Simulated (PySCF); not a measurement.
A calculated (wB97X, PySCF 2.14, aug-cc-pVDZ, no relativity, point nucleus) atom or ion has these occupied shells.

| shell | electrons | orbital energy (eV) | rms radius, mean of both spins (bohr) |
| --- | --- | --- | --- |
| 1s α | 1 | -5906.7 | 0.0743 |
| 1s β | 1 | -5906.7 | 0.0743 |
| 2s α | 1 | -713.49 | 0.321 |
| 2s β | 1 | -712.08 | 0.321 |
| 2p α | 3 | -612.47 | 0.289 |
| 2p β | 3 | -611.31 | 0.289 |
| 3s α | 1 | -120.34 | 0.960 |
| 3s β | 1 | -116.58 | 0.960 |
| 3p α | 3 | -91.291 | 1.03 |
| 3p β | 3 | -87.293 | 1.03 |
| 3d α | 3 | -46.277 | 1.19 |

(1) Name the element and its charge.

Results:

(1) Cr³⁺ (chromium, charge +3), in [Ar] 3d3, high-spin 4F determinant.
